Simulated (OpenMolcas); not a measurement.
A calculation on F5+.

| Property | Result |
| --- | --- |
| Program | OpenMolcas |
| Method | CASSCF |
| Basis | ANO-RCC-VTZP [4s3p2d1f] |
| Scalar Hamiltonian | DKH2, point nucleus |
| Active space | 2 electrons in 4 orbitals (2s 2p) |
| State averaging | 2S+1 = 3 even, 3 roots; 2S+1 = 1 even, 7 roots (6 in the spin-orbit step); 2S+1 = 3 odd, 3 roots; 2S+1 = 1 odd, 3 roots |
| Spin-orbit coupling | state interaction with AMFI integrals over the reference wave functions, term energies averaged over their components |

(1) Which level of the active space comes out lowest?

(2) How high does 2s 2p 1P* 1 lie?

(3) How high does 2s 2p 3P* 0 lie?

(4) How high does 2s 2p 3P* 1 lie?

Measured values: Moore, Atomic Energy Levels, vol. I, NSRDS-NBS 35 (1971 reprint of NBS Circular 467, 1949).

## Answers

(1) 2s2 1S0, with 100 % of that term; it is also the measured ground level.

(2) 199267 cm-1 above the lowest level.

(3) 97468 cm-1 above the lowest level.

(4) 97745 cm-1 above the lowest level; measured 96861 cm-1 above the ground level, so the calculation is off by +1 %.

Measured partners are found by configuration, term and J. A level has none where our copy of the source lacks it or the pairing is in doubt (some pairs that miss far off the trend of their configuration count as doubtful), and it then counts in no deviation. Levels of configurations outside the active space are missing.

* marks odd parity.
